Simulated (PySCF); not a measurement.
Cl₂, charge +1, doublet, at a GFN2-xTB geometry (a state made from the parent by changing its charge; the spin is typed, not shown lowest). Base run: TPSS/3-21G run with PySCF.

PySCF was given this input:
```python
from pyscf import gto, scf, dft

mol = gto.Mole()
mol.atom = '''
    Cl   -0.000000   -0.000000   -0.980432
    Cl    0.000000    0.000000    0.980432
'''
mol.basis = '3-21g'
mol.charge = 1
mol.spin = 1
mol.verbose = 4
mol.build()

mf = dft.UKS(mol)
mf.xc = 'tpss'
mf.kernel()
```

The base run was repeated with changes; each row names its change, and settings that it needs were set with it.

| change | ΔE vs base (mEh) | SCF cycles | <S^2> | outcome |
|---|---|---|---|---|
| base | 0.000 | 7 | 0.750 | converged |
| diis_space = 20 | 0.000 | 7 | 0.750 | converged |
| conv_tol_grad = 1e-7 | - | 50 | - | not converged |
| DIIS = ADIIS | 0.000 | 14 | 0.750 | converged |
| diis_space = 12 | 0.000 | 7 | 0.750 | converged |
| init_guess = atom | 0.000 | 7 | 0.750 | converged |
| init_guess = huckel | 0.000 | 6 | 0.750 | converged |
| diis = off; damp = 0.6 (with mf.diis_start_cycle = 200; with mf.max_cycle = 150) | 0.000 | 17 | 0.750 | converged |
| conv_tol = 1e-11 | 0.000 | 9 | 0.750 | converged |
| init_guess = mod_huckel | 0.000 | 6 | 0.750 | converged |
| level_shift = 0.5 (with mf.max_cycle = 100) | 0.000 | 12 | 0.750 | converged |
| diis_space = 2 | 0.000 | 7 | 0.750 | converged |
| conv_tol = 1e-12 | 0.000 | 12 | 0.750 | converged |

Open shells are given as the SCF converged; they aren't shown to be the lowest states, and a large step between rows can be another state.
